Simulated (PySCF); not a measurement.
Diagnose this run.

A core-ionisation job on CH3FOSi, SMILES `O=C[SiH2]F`. The calculation used delta-SCF UKS SCAN, pcX-1 on the ionised atom, pcseg-1 elsewhere, spin-free X2C (PySCF 2.14.0).

Driver input (Å, PBE0-D3(BJ)/def2-SVP geometry):

```
{"job": {"kind": "xps", "basis": "pcX-1"}, "charge": 0, "multiplicity": 1}
O      1.7591    -0.9806    -0.1583
C      1.1397     0.0555    -0.1664
Si    -0.7591    -0.0516     0.1009
F     -1.4110     1.4374     0.0531
H      1.6646     1.0381    -0.3248
H     -1.0140    -0.6542     1.4363
H     -1.3452    -0.8739    -0.9906
```

Output:

```
ground state, core basis on atom 0 (O), 85 functions
  cycle   1  E = -504.93017636  |g| = 8.77e-01
  cycle   2  E = -504.02579066  |g| = 2.24e+00
  cycle   3  E = -505.05210025  |g| = 2.85e-01
  cycle   4  E = -505.06372647  |g| = 1.52e-01
  cycle   5  E = -505.06752683  |g| = 1.56e-02
  cycle   6  E = -505.06756233  |g| = 8.90e-03
  cycle   7  E = -505.06758105  |g| = 2.08e-03
  cycle   8  E = -505.06758424  |g| = 1.62e-04
  E(ground) = -505.09503141 Eh
hole in O 1s of atom 0
  cycle   1  E = -484.44511020  |g| = 2.21e+00
  cycle   2  E = -483.05778591  |g| = 2.40e+00
  cycle   3  E = -484.88403405  |g| = 8.63e-01
  cycle   4  E = -485.19365350  |g| = 4.52e-01
  cycle   5  E = -485.24605643  |g| = 1.63e-01
  cycle   6  E = -485.25605698  |g| = 7.33e-02
  cycle   7  E = -485.25915217  |g| = 1.10e-02
  cycle   8  E = -485.25920112  |g| = 1.82e-03
  cycle   9  E = -485.25920338  |g| = 7.29e-04
  cycle  10  E = -485.25920599  |g| = 2.27e-04
  E(ion) = -485.28917199 Eh   <S^2> = 0.7681   hole on atom = 1.000   binding energy = 538.945 eV
ground state, core basis on atom 1 (C), 85 functions
  cycle   1  E = -505.06427447  |g| = 3.43e-02
  cycle   2  E = -505.06404735  |g| = 4.44e-02
  cycle   3  E = -505.06445542  |g| = 1.71e-02
  cycle   4  E = -505.06450564  |g| = 6.53e-03
  cycle   5  E = -505.06451343  |g| = 1.47e-03
  cycle   6  E = -505.06451377  |g| = 2.03e-04
  E(ground) = -505.09452776 Eh
hole in C 1s of atom 1
  cycle   1  E = -493.72011863  |g| = 1.49e+00
  cycle   2  E = -491.46731298  |g| = 2.27e+00
  cycle   3  E = -493.66505929  |g| = 1.12e+00
  cycle   4  E = -494.09508392  |g| = 6.49e-01
  cycle   5  E = -494.22672375  |g| = 3.20e-01
  cycle   6  E = -494.25262829  |g| = 1.55e-01
  cycle   7  E = -494.26780766  |g| = 2.39e-02
  cycle   8  E = -494.26857431  |g| = 1.18e-02
  cycle   9  E = -494.26901880  |g| = 9.95e-03
  cycle  10  E = -494.26961338  |g| = 4.70e-03
  cycle  11  E = -494.26966064  |g| = 2.66e-03
  cycle  12  E = -494.26969797  |g| = 1.85e-03
  cycle  13  E = -494.26971712  |g| = 1.22e-03
  cycle  14  E = -494.26973115  |g| = 5.90e-04
  cycle  15  E = -494.26973257  |g| = 3.18e-04
  E(ion) = -494.29833658 Eh   <S^2> = 0.8905   hole on atom = 1.000   binding energy = 293.779 eV
ground state, core basis on atom 2 (Si), 97 functions
  cycle   1  E = -505.16378873  |g| = 1.86e-01
  cycle   2  E = -505.16296308  |g| = 8.36e-02
  cycle   3  E = -505.16083662  |g| = 1.31e-01
  cycle   4  E = -505.16422286  |g| = 2.51e-02
  cycle   5  E = -505.16434651  |g| = 6.28e-03
  cycle   6  E = -505.16435339  |g| = 1.72e-03
  cycle   7  E = -505.16435300  |g| = 2.42e-04
  E(ground) = -505.15240439 Eh
hole in Si 1s of atom 2
  cycle   1  E = -436.18122612  |g| = 4.35e+00
  cycle   2  E = -436.07245647  |g| = 2.24e+00
  cycle   3  E = -436.35075857  |g| = 1.37e+00
  cycle   4  E = -437.08633172  |g| = 5.92e-01
  cycle   5  E = -437.19657235  |g| = 2.46e-01
  cycle   6  E = -437.22008298  |g| = 1.03e-01
  cycle   7  E = -437.22343888  |g| = 3.24e-02
  cycle   8  E = -437.22385694  |g| = 7.60e-03
  cycle   9  E = -437.22388888  |g| = 1.24e-03
  cycle  10  E = -437.22389082  |g| = 2.33e-04
  E(ion) = -437.22132966 Eh   <S^2> = 0.7524   hole on atom = 1.000   binding energy = 1848.499 eV
hole in Si 2p of atom 2
  cycle   1  E = -500.83816337  |g| = 1.22e+00
  cycle   2  E = -500.58144691  |g| = 1.23e+00
  cycle   3  E = -500.90340147  |g| = 7.54e-01
  cycle   4  E = -501.13168303  |g| = 1.76e-01
  cycle   5  E = -501.14146939  |g| = 9.10e-02
  cycle   6  E = -501.14445050  |g| = 3.65e-02
  cycle   7  E = -501.14495535  |g| = 8.87e-03
  cycle   8  E = -501.14498814  |g| = 2.26e-03
  cycle   9  E = -501.14499199  |g| = 4.67e-04
  E(ion) = -501.14477780 Eh   <S^2> = 0.7513   hole on atom = 1.002   binding energy = 109.053 eV
  2p3/2 = 108.772 eV   2p1/2 = 109.399 eV
ground state, core basis on atom 3 (F), 85 functions
  cycle   1  E = -505.06268790  |g| = 4.83e-02
  cycle   2  E = -505.06266627  |g| = 3.98e-02
  cycle   3  E = -505.06281321  |g| = 3.67e-02
  cycle   4  E = -505.06307625  |g| = 5.65e-03
  cycle   5  E = -505.06308216  |g| = 1.52e-03
  cycle   6  E = -505.06308192  |g| = 3.95e-04
  E(ground) = -505.09645024 Eh
hole in F 1s of atom 3
  cycle   1  E = -478.71727915  |g| = 2.57e+00
  cycle   2  E = -478.04576627  |g| = 2.33e+00
  cycle   3  E = -479.03524103  |g| = 1.09e+00
  cycle   4  E = -479.41373972  |g| = 6.62e-01
  cycle   5  E = -479.57233607  |g| = 1.92e-01
  cycle   6  E = -479.58832523  |g| = 5.77e-02
  cycle   7  E = -479.59028830  |g| = 4.85e-03
  cycle   8  E = -479.59030057  |g| = 1.65e-03
  cycle   9  E = -479.59030224  |g| = 4.43e-04
  E(ion) = -479.63069490 Eh   <S^2> = 0.7565   hole on atom = 1.000   binding energy = 692.958 eV
```

The program numbers atoms from 0. E(ground) and E(ion) are re-evaluated on a finer grid than the cycles, so they differ from the last cycles; that is no fault. The 2p3/2 and 2p1/2 values come from a spin–orbit splitting computed afterwards; their 2:1 mean is the average over the three 2p orbitals and can differ from the one hole solved.

**Question.** Do all binding energies of this run deserve the same trust?

**Answer.** No. Every hole passed the driver's convergence checks (|g| < 5e-4, core orbital emptied to over 0.9), but ⟨S²⟩ is 0.890 for C1s on atom 1, against 0.75 for a pure doublet, so the unrestricted ion state holds higher spin components.

**Question.** What would you do next?

**Answer.** Recompute such holes with a restricted open-shell or spin-projected scheme and compare; until then these binding energies are doubtful.

Time: 10 s; peak memory 0.41 GiB. Hardware: one thread of an Arm Neoverse V1, no GPU, shared host.
